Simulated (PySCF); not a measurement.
# Removal energies of Tb⁵⁵⁺ from EOM-IP-GCCSD

Reference: closed-shell Tb⁵⁵⁺, [Ne]; one electron is removed. Calculated with PySCF 2.14, two-component X2C-1e with screened spin-orbit coupling, an uncontracted even-tempered set (17 s from 8.6 bohr⁻², ratio 2.6; 13 p from 11 bohr⁻², ratio 2.6; 6 d from 11 bohr⁻², ratio 2.8; 3 f from 250 bohr⁻², ratio 2.8); frozen 1s2; the 48 highest virtual spinors dropped; of the others 44 kept and the rest restored at second order. No Breit or QED terms. Binding energies in eV.

| level | Koopmans | second order | EOM-CCSD |
| --- | --- | --- | --- |
| 2s1/2 | 12858.6 | 12855.3 | 12855.4 |
| 2p1/2 | 12466.4 | 12463.8 | 12463.9 |
| 2p3/2 | 11687.4 | 11685.6 | 11685.6 |

For comparison, the ionisation energy of Tb⁵⁵⁺ is 11673 ± 5 eV (theoretical estimate listed by NIST; NIST Atomic Spectra Database, ionization energies).
